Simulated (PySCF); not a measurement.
# Worked example: chemical shift, span and skew from a shielding tensor

CH3Cl2NSi2, SMILES Cl[Si]1(Cl)C=N[SiH2]1. Atoms are numbered in the order given.

```xyz
9

Cl     1.4629    -0.0990     1.6626
Si     0.2532     0.0212     0.0000
Cl     1.4629    -0.0990    -1.6626
C     -0.9838     1.4732     0.0000
N     -2.1553     0.9414     0.0000
Si    -1.8965    -0.8514     0.0000
H     -0.8608     2.5718     0.0000
H     -2.4408    -1.5063    -1.2190
H     -2.4408    -1.5063     1.2190
```

Geometry: ωB97X-D3(BJ)/def2-SVP. This is a generated structure with no PubChem entry under its InChIKey; it may be hypothetical.

GIAO shieldings from PBE/pcSseg-1 (PySCF), non-relativistic, no solvent. The symmetric part of the tensor of N5 has the principal values -736.8, -224.9, 216.8 ppm. The same nucleus in NH3 has σ = 267.0 ppm at this level (PySCF, at its B3LYP-D3(BJ)/def2-TZVP geometry). Without spin–orbit terms, shifts of atoms bonded to Cl or Br come out too high.

Task: Work out the isotropic shielding, the ¹⁵N shift against NH3, the span and the skew.

Result: 
σ(iso) = (σ11 + σ22 + σ33)/3 = -248.3 ppm. δ = σ(ref) − σ(iso) = 267.0 − (-248.3) = 515.3 ppm.
Span Ω = σ33 − σ11 = 953.6 ppm. Skew κ = 3(σ(iso) − σ22)/Ω = -0.07. Tumbling in solution averages the tensor to δ; in a static solid the shielding alone would spread this spin-1/2 line over Ω.
